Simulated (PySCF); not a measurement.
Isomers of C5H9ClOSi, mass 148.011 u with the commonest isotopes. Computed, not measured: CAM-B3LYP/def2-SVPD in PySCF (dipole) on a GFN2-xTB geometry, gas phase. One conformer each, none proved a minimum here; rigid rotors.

Task: Order these by rotational constant C, smallest first.
A. `[CH3:1][O:2][C:3]1=[CH:4][C@@H:5]([Cl:6])[SiH2:7][CH2:8]1` with C1–O2–C3–C4 -2°, C3–C4–C5–Cl6 -106°, C4–C5–Si7–C8 -13°, C5–Si7–C8–C3 11°, O2–C3–C8–Si7 171°
B. `[OH:1][CH2:2][C@@H:3]1[CH:4]=[C:5]1[SiH2:6][CH2:7][Cl:8]` with H–O1–C2–C3 -53°, O1–C2–C3–C4 52°, C4–C5–Si6–C7 15°, C5–Si6–C7–Cl8 -60°
C. `[CH3:1][O:2][C@H:3]1[CH:4]=[C:5]1[SiH2:6][CH2:7][Cl:8]` with C1–O2–C3–C4 -139°, C4–C5–Si6–C7 -35°, C5–Si6–C7–Cl8 62°

Result: C (565.2 MHz), B (724.4 MHz), A (739.3 MHz).

Task: Order these by rotational constant A, largest first.
A. `[OH:1][CH2:2][C@@H:3]1[CH:4]=[C:5]1[SiH2:6][CH2:7][Cl:8]` with H–O1–C2–C3 -53°, O1–C2–C3–C4 52°, C4–C5–Si6–C7 15°, C5–Si6–C7–Cl8 -60°
B. `[CH3:1][O:2][C:3]1=[CH:4][C@@H:5]([Cl:6])[SiH2:7][CH2:8]1` with C1–O2–C3–C4 -2°, C3–C4–C5–Cl6 -106°, C4–C5–Si7–C8 -13°, C5–Si7–C8–C3 11°, O2–C3–C8–Si7 171°
C. `[CH3:1][O:2][C@H:3]1[CH:4]=[C:5]1[SiH2:6][CH2:7][Cl:8]` with C1–O2–C3–C4 -139°, C4–C5–Si6–C7 -35°, C5–Si6–C7–Cl8 62°

Result: C (3086 MHz), A (2282 MHz), B (2151 MHz).

Task: Order these by out-of-plane moment Σ m c² = (Ia + Ib − Ic)/2, smallest first.
A. `[CH3:1][O:2][C@H:3]1[CH:4]=[C:5]1[SiH2:6][CH2:7][Cl:8]` with C1–O2–C3–C4 -139°, C4–C5–Si6–C7 -35°, C5–Si6–C7–Cl8 62°
B. `[CH3:1][O:2][C:3]1=[CH:4][C@@H:5]([Cl:6])[SiH2:7][CH2:8]1` with C1–O2–C3–C4 -2°, C3–C4–C5–Cl6 -106°, C4–C5–Si7–C8 -13°, C5–Si7–C8–C3 11°, O2–C3–C8–Si7 171°
C. `[OH:1][CH2:2][C@@H:3]1[CH:4]=[C:5]1[SiH2:6][CH2:7][Cl:8]` with H–O1–C2–C3 -53°, O1–C2–C3–C4 52°, C4–C5–Si6–C7 15°, C5–Si6–C7–Cl8 -60°
D. `[CH3:1][SiH2:2]/[CH:3]=[C:4](/[Cl:5])[C:6]([CH3:7])=[O:8]` with C1–Si2–C3–C4 -76°, C3–C4–C6–C7 -177°

Result: B (33.45 u·Å²), A (35.27 u·Å²), D (36.82 u·Å²), C (87.00 u·Å²).

```csv
SMILES,point group,Ia (u·Å²),Ib (u·Å²),Ic (u·Å²),κ,μa (D),μb (D),μc (D)
OC[C@@H]1C=C1[SiH2]CCl,C1,221.43,650.26,697.69,-0.93,0.29,1.50,1.81
C[SiH2]/C=C(/Cl)C(C)=O,C1,218.29,551.38,696.03,-0.76,1.48,0.34,0.57
CO[C@H]1C=C1[SiH2]CCl,C1,163.78,800.96,894.19,-0.95,0.15,1.98,1.56
COC1=C[C@@H](Cl)[SiH2]C1,C1,234.90,515.62,683.63,-0.66,2.02,0.69,1.12
```
